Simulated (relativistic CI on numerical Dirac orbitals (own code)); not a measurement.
Line list: Electric-dipole lines, Sr4+

These numbers are calculated, not measured: Dirac-Coulomb-Breit CI, separate exchange-only KLI orbitals for each configuration, a model potential for QED, valence Slater integrals scaled by 0.85, P86 correlation energy added to each configuration (own radial code, finite nucleus).

Configuration list (outside the closed core [Ar] 3d10): 4s²4p⁴, 4s4p⁵, 4s²4p³4d, 4p⁶, 4s²4p³4f, 4s4p⁴4d, 4s²4p³5s, 4s²4p³5p, 4s4p⁴4f, 4s²4p³5d, 4s²4p³6s, 4s²4p³6p, 4s²4p³5f, 4s²4p²4d², 4s²4p4d³, 4s²4p4d²4f, 4s4p²4d³, 4s²4p4d²5s, 4s²4p4d²5p. Double excitations out of closed p, d and f shells are left out; levels of such configurations are missing from the list, as are those of other unlisted configurations, and high levels can miss mixing partners. These lack a partner that the ground configuration has and come out too high: 4s4p⁴4f, 4s²4p³5d, 4s²4p³6s, 4s²4p³6p, 4s²4p³5f.

```
λ vac (nm)               Lower                Upper   A (s⁻¹)  E lower (eV)  E upper (eV)
    32.841      4s²4p⁴ ³P2 [1]   4s²4p³5s ³D°3 [51]  5.09e+09        0.0000       37.7534
    34.726      4s²4p⁴ ¹D2 [4]   4s²4p³5s ¹D°2 [52]  1.91e+10        2.4628       38.1660
    34.887      4s²4p⁴ ³P1 [2]   4s²4p³4d ¹D°2 [47]  9.59e+09        1.0148       36.5534
    35.087      4s²4p⁴ ³P1 [2]   4s²4p³4d ¹P°1 [46]  1.68e+10        1.0148       36.3507
    35.110      4s²4p⁴ ³P2 [1]   4s²4p³4d ³P°1 [41]  5.35e+10        0.0000       35.3133
    35.124      4s²4p⁴ ¹S0 [5]   4s²4p³5s ¹P°1 [59]  1.98e+10        5.1399       40.4386
    35.288      4s²4p⁴ ¹D2 [4]   4s²4p³4d ¹F°3 [50]  9.35e+10        2.4628       37.5980
    35.471      4s²4p⁴ ³P2 [1]   4s²4p³4d ³D°3 [40]  8.09e+10        0.0000       34.9537
    35.524      4s²4p⁴ ³P2 [1]   4s²4p³4d ³P°2 [39]  7.87e+10        0.0000       34.9014
    35.559      4s²4p⁴ ³P1 [2]   4s²4p³4d ³P°0 [45]  8.85e+10        1.0148       35.8820
    35.612      4s²4p⁴ ³P0 [3]   4s²4p³4d ³D°1 [44]  5.64e+10        1.0426       35.8577
    35.800      4s²4p⁴ ³P1 [2]   4s²4p³5s ³S°1 [43]  3.12e+10        1.0148       35.6473
    35.829      4s²4p⁴ ³P0 [3]   4s²4p³5s ³S°1 [43]  1.33e+10        1.0426       35.6473
    35.834      4s²4p⁴ ³P1 [2]   4s²4p³4d ³D°2 [42]  7.05e+10        1.0148       35.6146
    36.149      4s²4p⁴ ³P1 [2]   4s²4p³4d ³P°1 [41]  1.36e+10        1.0148       35.3133
    36.369      4s²4p⁴ ¹D2 [4]   4s²4p³4d ¹D°2 [47]  5.23e+10        2.4628       36.5534
    36.394      4s²4p⁴ ¹S0 [5]   4s²4p³4d ¹P°1 [53]  5.72e+10        5.1399       39.2070
    36.548      4s²4p⁴ ³P2 [1]   4s²4p³4d ³S°1 [36]  2.75e+10        0.0000       33.9238
    36.587      4s²4p⁴ ¹D2 [4]   4s²4p³4d ¹P°1 [46]  5.73e+10        2.4628       36.3507
    37.563      4s4p⁵ ³P°2 [6]    4s4p⁴4d ³S1 [182]  5.99e+10       20.5293       53.5359
    37.648      4s4p⁵ ³P°2 [6]    4s4p⁴4d ³P2 [181]  1.64e+10       20.5293       53.4621
    38.346      4s4p⁵ ³P°2 [6]    4s4p⁴4d ³D3 [170]  1.22e+10       20.5293       52.8623
    38.420      4s4p⁵ ³P°1 [7]    4s4p⁴4d ³S1 [182]  2.42e+10       21.2653       53.5359
    38.615      4s4p⁵ ³P°2 [6]    4s4p⁴4d ³D2 [164]  8.92e+09       20.5293       52.6375
    38.865      4s4p⁵ ³P°2 [6]   4s²4p³4f ³G3 [156]  7.69e+09       20.5293       52.4308
    38.946      4s4p⁵ ³P°1 [7]    4s4p⁴4d ³D2 [176]  1.27e+10       21.2653       53.1000
    39.349      4s4p⁵ ³P°0 [8]    4s4p⁴4d ³P1 [180]  2.07e+10       21.7551       53.2641
    39.842      4s4p⁵ ³P°2 [6]   4s²4p³4f ³P2 [141]  8.32e+09       20.5293       51.6480
    43.180      4s4p⁵ ¹P°1 [9]    4s4p⁴4d ¹P1 [191]  2.07e+10       25.3443       54.0578
    52.673  4s²4p³4d ³F°4 [20]   4s²4p³4f ³G5 [165]  7.00e+09       29.1275       52.6658
    52.978  4s²4p³4d ⁵D°1 [11]   4s²4p³4f ⁵F2 [123]  7.61e+09       26.2269       49.6296
    53.040  4s²4p³4d ⁵D°2 [12]   4s²4p³4f ⁵F3 [122]  9.47e+09       26.2338       49.6095
    53.057  4s²4p³4d ⁵D°3 [13]   4s²4p³4f ⁵F4 [121]  1.18e+10       26.2406       49.6086
    53.263  4s²4p³4d ⁵D°4 [14]   4s²4p³4f ⁵F5 [120]  1.53e+10       26.2900       49.5679
    56.266  4s²4p³4d ³F°4 [32]   4s²4p³4f ³G5 [195]  7.85e+09       32.2181       54.2536
    56.721  4s²4p³4d ³G°5 [24]   4s²4p³4f ³H6 [144]  8.00e+09       29.9973       51.8557
    56.895  4s²4p³4d ³G°3 [22]   4s²4p³4f ³H4 [138]  6.17e+09       29.6979       51.4897
    57.127  4s²4p³4d ³G°4 [23]   4s²4p³4f ³H5 [139]  4.69e+09       29.8290       51.5324
    57.897  4s²4p³4d ¹G°4 [25]   4s²4p³4f ¹H5 [143]  5.18e+09       30.4069       51.8216
    86.972  4s²4p³4d ⁵D°4 [14]    4s²4p³5p ⁵P3 [60]  2.15e+09       26.2900       40.5457
    135.90   4s²4p³5p ³P2 [62]  4s²4p³5d ³D°3 [129]  2.76e+09       41.2470       50.3700
    137.32   4s²4p³5p ³F3 [67]  4s²4p³5d ³G°4 [153]  2.07e+09       43.1992       52.2279
    137.78   4s²4p³5p ³D2 [68]  4s²4p³5d ³G°3 [152]  2.72e+09       43.2046       52.2036
    138.61   4s²4p³5p ⁵P3 [60]  4s²4p³5d ⁵D°4 [119]  2.97e+09       40.5457       49.4902
    138.99   4s²4p³5p ³F4 [77]  4s²4p³5d ³G°5 [160]  2.94e+09       43.6716       52.5921
```

Terms are leading LS components. Brackets give the number of a level in order of energy, since labels repeat. The list gives strong lines, with weight on those to low levels, without lines whose two gauges differ by over a factor of 2.5, among the lowest 200 of 1919 levels, so that lines to higher ones, which can be the strongest, are missing, and without 6 lines that miss the measured interval by over 7 %, start from a term whose rates miss tabulated ones by over 60 %, have gauges far apart or, lacking measured levels, span too small a gap for the errors found; lines with a level outside our table were not tested and can miss by more. Levels whose partners in the same complex of configurations lie outside the list can be far off, and so can their lines. Rates are taken at the computed energies, electric ones in the length gauge.

At this charge configurations can still be misplaced by up to about 7 % of their energy. 56 of the 69 excited levels that our extract of the measured tables holds in this range could be paired (the sources list more); they are missed by 10182 cm⁻¹ on average and 14615 at most, and levels without a partner can miss by more.

LS names give the leading component of a level, which can be under half, so a name can repeat, a term be missing and a line seem to break the LS rules.
